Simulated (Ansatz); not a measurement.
`[I][Zr]([I])([I])[I]`. Total charge 0; spin multiplicity 1. I, Zr takes the def2 core potential.

Question: List the harmonic frequencies (cm⁻¹, unscaled) at PBE0-D4/def2-TZVP in Ansatz. (Best estimate.)

Answer: Computed: 43, 43, 53, 53, 53, 165, 263, 263, 263.

Question: Is this a minimum?

Answer: Yes, all 9 modes are real.

Question: Give the ideal-gas thermochemistry at 298.15 K and 1 bar (rigid rotor, harmonic oscillator; point group Td, symmetry number 12).

Answer: Zero-point energy 7.2 kJ/mol; H(298) − E = 33.4 kJ/mol; entropy 446.6 J/(mol·K), of which translation 188.6, rotation 125.0, vibration 133.0; G(298) − E = -99.8 kJ/mol. Modes under 100 cm⁻¹ are hindered rotations or soft bends, so the harmonic entropy is rough.

Question: And at 400, 500, 600, 800 and 1000 K?

Answer: 
| T (K) | H − E (kJ/mol) | S (J/mol/K) | G − E (kJ/mol) |
| --- | --- | --- | --- |
| 400 | 44.1 | 477.6 | -146.9 |
| 500 | 54.7 | 501.3 | -195.9 |
| 600 | 65.4 | 520.8 | -247.0 |
| 800 | 86.9 | 551.7 | -354.4 |
| 1000 | 108.4 | 575.7 | -467.3 |

Question: Rotational constants (cm⁻¹)?

Answer: 0.006967, 0.006967, 0.006967.
